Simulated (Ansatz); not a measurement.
Cost and result for the atomization energy of CH$_{6}$NOSn, SMILES `C[O][SnH][NH2]` radical (10 atoms, 9 bonds).

```xyz
10

C     0.026    1.192   -1.500
O     0.498    0.199   -0.633
Sn   -0.053    0.107    1.263
N     0.223   -1.896    1.511
H     0.562    2.142   -1.373
H     0.184    0.859   -2.531
H    -1.049    1.391   -1.378
H    -1.773    0.440    1.257
H     0.977   -2.238    0.924
H     0.405   -2.196    2.461
```

Total charge 0; spin multiplicity 2. Correlated methods include outer-core shells of Sn, which these sets cover unevenly. Sn takes the def2 core potential. The geometry is a stationary point of PBE0-D4/def2-TZVP. It is one conformer, not always the lowest. Program: Ansatz. Hardware: A = 2 threads of an AMD EPYC 7R13 on a shared host; B = 2 threads of an AMD EPYC 7R13 on a shared host and a share of an NVIDIA H100 80 GB. Times are those of one run each, without the atoms' runs, and a repeat can differ threefold. Electronic energies, without spin–orbit coupling; frozen cores. CCSD(T)/CBS adds CCSD(T) − MP2 in def2-TZVPP to the MP2 limit, and its time is that of the two runs behind it. T1 = 0.018; ⟨S²⟩ of the reference is 0.77. With those shells the extrapolation isn't a true limit. B3LYP takes the VWN-RPA correlation (the form of Gaussian; ORCA's B3LYP/G).

CCSD(T)/CBS is a level of theory with its own doubt, some kJ/mol a heavy atom from the limit and from the frozen cores, so smaller differences don't rank the functionals.

| level | functions | wall time | atomization (kcal/mol) | difference from CCSD(T)/CBS | per bond |
| --- | --- | --- | --- | --- | --- |
| PBE-D4/def2-TZVPP (with forces) [A] | 227 | 6 s | 790.1 | 15.4 | 1.7 |
| MP2/def2-QZVPP [B] | 433 | 6 s | 769.7 | -5.0 | -0.5 |
| CCSD(T)/def2-TZVPP [B] | 227 | 8.5 s | 749.3 | -25.4 | -2.8 |
| PBE0-D4/def2-TZVPP [A] | 227 | 9 s | 768.0 | -6.7 | -0.7 |
| B3LYP-D4/def2-TZVPP (with forces) [A] | 227 | 11 s | 774.5 | -0.2 | 0.0 |
| r2SCAN-D4/def2-TZVPP (with forces) [A] | 227 | 11 s | 772.7 | -2.0 | -0.2 |
| CCSD(T)/CBS(def2) | – | 15 s | 774.7 | 0.0 | 0.0 |
| B2PLYP/def2-TZVPP [A] | 227 | 19 s | 762.7 | -12.0 | -1.3 |
| ωB97X-V/def2-TZVPP [A] | 227 | 21 s | 775.1 | 0.4 | 0.0 |
| ωB97M-V/def2-TZVPP (with forces) [A] | 227 | 24 s | 772.5 | -2.2 | -0.2 |

From PBE to PBE0 (25 % exact exchange), in def2-TZVPP and without D4, the atomization energy moves by −21.5 kcal/mol: exact exchange takes away binding that semilocal exchange gives to molecules. The D4 term adds +6.9 kcal/mol with B3LYP and +3.6 kcal/mol with PBE0; it sums over pairs of atoms, weighted by their polarisabilities, and B3LYP, whose exchange is more repulsive, gets the larger term. In def2-TZVPP, CCSD(T) changes the Hartree–Fock value by +231.2 kcal/mol (the triples alone add +13.6 kcal/mol) and MP2 by +236.3 kcal/mol; breaking electron pairs costs correlation energy, which Hartree–Fock lacks.

Spin–orbit coupling would lower the free Sn atoms strongly, and the atomization energy with them, by more than many differences here. For some Ge, Se and Sn compounds the MP2-based and the directly extrapolated limit differ by 10 to 25 kJ/mol.
